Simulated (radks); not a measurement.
Pd4+, configuration [Kr] 4d6.

Method: scalar-relativistic Kohn-Sham, LDA (Slater exchange, Perdew-Wang correlation), spin-unpolarised, spherical densities, finite nucleus; Fermi nuclear charge, rms radius 4.5318 fm; computed with a radial shooting solver on a logarithmic mesh with Libxc functionals.

Energy parts (eV):
| part | energy |
|---|---|
| total | -137058.958 |
| kinetic | 142128.011 |
| electron-nucleus | -328858.188 |
| Hartree | 53401.091 |
| exchange-correlation | -3729.873 |

Orbitals (lengths in bohr, moments of r in powers of bohr; r(max) is where P^2 peaks):
\begin{tabular}{lrrrr}
orbital & occ. & eigenvalue (eV) & <r^4> & r(max) \\ \hline
1s & 2 & -24194.37 & 4.900e-06 & 0.02068 \\
2s & 2 & -3584.860 & 0.0008779 & 0.1169 \\
2p & 6 & -3222.473 & 0.0006281 & 0.09341 \\
3s & 2 & -694.6733 & 0.04188 & 0.3422 \\
3p & 6 & -575.5483 & 0.04494 & 0.3352 \\
3d & 10 & -385.7729 & 0.04386 & 0.2818 \\
4s & 2 & -143.0857 & 1.434 & 0.8460 \\
4p & 6 & -108.2255 & 2.105 & 0.9004 \\
4d & 6 & -57.4674 & 5.709 & 1.041 \\
\end{tabular}

The highest occupied level is 4d at -57.467 eV. The electron density at the nucleus is 1.354e+05 e/bohr^3 (large components only). For comparison, the ionisation energy in NIST's Atomic Spectra Database is 61 eV (theoretical). In exact Kohn-Sham theory the highest level is minus the ionisation energy, but local and semilocal functionals leave it too shallow, through self-interaction and a potential that decays too fast; potentials with the right tail come closer. Summed over all electrons, <r^2> = 22.97 bohr^2, which gives a Langevin (diamagnetic) susceptibility term of -18.2 x 10^-6 cm^3/mol. The density falls to 0.001 e/bohr^3 at r = 2.94 bohr.

Beside tabulated values, note that spin-unpolarised runs miss the spin-polarisation part of the exchange energy of open shells.
